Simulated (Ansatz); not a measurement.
Consider the redistribution: `[OH][GeH2][NH][SiH](O)F` + `CC[SiH](O)O` → `O[SiH](O)C[SiH](O)F` + `C[NH][GeH2][OH]`.

Isolated molecules relaxed with PBE0-D4/def2-TZVP in Ansatz; ΔE leaves out vibrations. CCSD(T)/CBS adds triple-zeta CCSD(T) − MP2 to the extrapolated MP2 energy (def2 sets, frozen cores). Functionals use def2-TZVPP. For Ge outer-core shells are correlated without core-valence functions, which leaves a few kJ/mol of doubt a bond. Scalar relativity is left out up to krypton. Each species was taken in one conformer, which may not be the lowest.

```
  level  ΔE (eV)
ωB97M-V     0.86
 r2SCAN     0.86
```

Question: What does CCSD(T)/CBS give? (Best estimate.)

Answer: The calculation gave: +0.90 eV. The listed levels differ from it by -0.04, -0.04 eV.

Largest T1 diagnostic among the species: 0.012.

From PBE to PBE0 (25 % exact exchange), in def2-TZVPP and without D4, ΔE moves by +0.05 eV. In def2-TZVPP, CCSD(T) changes the Hartree–Fock value by −0.09 eV (the triples alone add −0.02 eV) and MP2 by −0.07 eV.
